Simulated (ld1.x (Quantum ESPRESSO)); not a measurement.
**silver: one change to an ultrasoft potential, before and after**

* Element: silver (Ag)
* Generator: ld1.x (Quantum ESPRESSO) 7.5
* Type: ultrasoft
* Functional: PBE
* Relativity: scalar-relativistic
* Frozen core: [Kr]
* Valence charge: 11
* Reference configuration: 4d10 5s1 5p0
* Partial waves: 5s (bound): rcut 1.95, rcutus 2.55 bohr; 5s channel at 0.15 Ry: rcut 1.95, rcutus 2.55 bohr; 5p (bound, empty): rcut 3.25, rcutus 3.75 bohr; 5p channel at 2.3 Ry: rcut 3.25, rcutus 3.75 bohr; 4d (bound): rcut 1.60, rcutus 1.95 bohr; 4d channel at 0.85 Ry: rcut 1.60, rcutus 1.95 bohr
* Local potential: all-electron potential smoothed inside 3.40 bohr (lloc = -1)
* Core correction: none
* Augmentation charge: PSQ, inside the norm-conserving radii

Change: waves 4d (bound): rcut 1.60, rcutus 2.26 bohr; 4d channel at 0.85 Ry: rcut 1.60, rcutus 2.26 bohr.

Cutoffs: the cutoffs (Ry, on a coarse ladder) from which the occupation-weighted sum of valence levels, in a spherical-Bessel basis at the reference potential, stays within 10 and 1 mRy of its value at 400 Ry; they do not see the model core or the augmentation charge, which bear on the density cutoff. Errors are all-electron minus pseudo energies relative to the spin-unpolarised reference configuration.

Predict the effect on cutoff, ghosts and configuration errors.

The potential gets softer (30 Ry and 50 Ry → 21 Ry and 35 Ry); the number of tests that count goes from 7 to 5; of the 5 tests that both files solve, the error grows in 0 and shrinks in 3 by more than 15 % and 0.3 meV (median size 8.9 → 6.3 meV); neither file shows a bound ghost at the reference potential, the only one tested. A larger radius leaves more room for a smooth pseudo-wave, so fewer plane waves are needed. That the errors move this way runs against the usual rule that smaller radii transfer better.

| quantity | base | changed |
| --- | --- | --- |
| cutoff, loose | 30 Ry | 21 Ry |
| cutoff, tight | 50 Ry | 35 Ry |
| loose cutoff by channel (10 mRy a level) | s 6 Ry, d 21 Ry | s 6 Ry, d 15 Ry |
| bound ghosts | none | none |
| tests counted (converged, no solver errors) | 7 of 7 | 5 of 7 |
| error for 4d10 5s0 5p0, meV [ΔE 7.76 eV] | +13 | +11 |
| error for 4d10 5s0.5 5p0, meV [ΔE 3.02 eV] | +2.0 | +1.6 |
| error for 4d9 5s1 5p0, meV [ΔE 13.15 eV] | -8.9 | +8.2 |
| error for 4d10 5s0 5p1, meV [ΔE 3.87 eV] | +7.1 | +6.3 |
| error for 4d9 5s1 5p1, meV [ΔE 8.57 eV] | -31 | -5.0 |
| s: phases at 4.03 bohr within 0.05 rad from the reference energy up to (Ry; the scan ends near 5) | 4.9 | 4.9 |
| p: phases at 4.03 bohr within 0.05 rad from the reference energy up to (Ry; the scan ends near 5) | 4.2 | 4.2 |
| d: phases at 4.03 bohr within 0.05 rad from the reference energy up to (Ry; the scan ends near 5) | 3.0 | 3.0 |
| lowest overlap eigenvalue by channel | s 0.22, p 0.62, d 0.41 | s 0.22, p 0.62, d 0.12 |

Changed file: Tests not counted: 4d9 5s0 5p0 (solver errors, printed error -722 eV); 4d8 5s0 5p0 (solver errors, printed error -596 eV).
